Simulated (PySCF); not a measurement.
[Eu(NO2)2]+ at several levels of theory

Computed with PySCF 2.14.0 (density fitting, no spin-orbit coupling) at the geometry relaxed with BP86:

```xyz
7
[Eu(NO2)2]+ (singlet in the valence; each metal's 4f electrons, 6 of them, lie in its core potential, out of spins and levels)
Eu    0.0000    0.0000    0.0000
O     0.7596    0.7596    2.0427
O    -0.7596   -0.7596    2.0427
N     0.0000    0.0000    2.7610
O     0.7596   -0.7596   -2.0427
O    -0.7596    0.7596   -2.0427
N     0.0000    0.0000   -2.7610
```

| level | basis | state | HOMO (eV) | gap (eV) | charge on Eu1 (e) | population of f-type functions on Eu1 (polarisation alone where 4f lies in the core) | dipole about the centre of mass (D) | largest force component (eV/Å) |
| --- | --- | --- | --- | --- | --- | --- | --- | --- |
| BP86 | Eu lcecp-1-SVP with ECP52, O def2-SVP, N def2-SVP | singlet | -11.82 | 2.43 | 1.47 | 0.07 | 0.00 | 0.01 |
| TPSS | the same | singlet | -11.83 | 2.65 | 1.54 | 0.07 | 0.00 | 0.11 |
| BP86 | Eu lcecp-1-TZVP with ECP52, O def2-TZVP, N def2-TZVP | singlet | -11.78 | 2.53 | 1.69 | 0.09 | 0.00 | 0.17 |

In the lcecp rows the 4f levels are missing from HOMO and gap, and the state counts the valence alone.

Charges are Mulliken's, which hang on the basis. The relaxation used the grid (50, 194), these runs (75, 302) or, all-electron (x2c bases, spin-free X2C Hamiltonian), (99, 590).

(1) A further run in the first row's basis gives HOMO (eV) -12.48, gap (eV) 3.71, charge on Eu1 (e) 1.61, population of f-type functions on Eu1 (polarisation alone where 4f lies in the core) 0.07, dipole about the centre of mass (D) 0.00, largest force component (eV/Å) 0.60. Which level was it?
A. M06-L
B. HF
C. TPSSh

A frequency check found unstable modes (2, the lowest at -29 cm⁻¹), so the relaxed geometry is a saddle point, or these are noise. An lcecp potential fixes the number of 4f electrons, so in runs with it no electron can move into or out of that shell.

Results:

(1) C. The others give HOMO -11.98 eV (M06-L); -17.68 eV (HF).
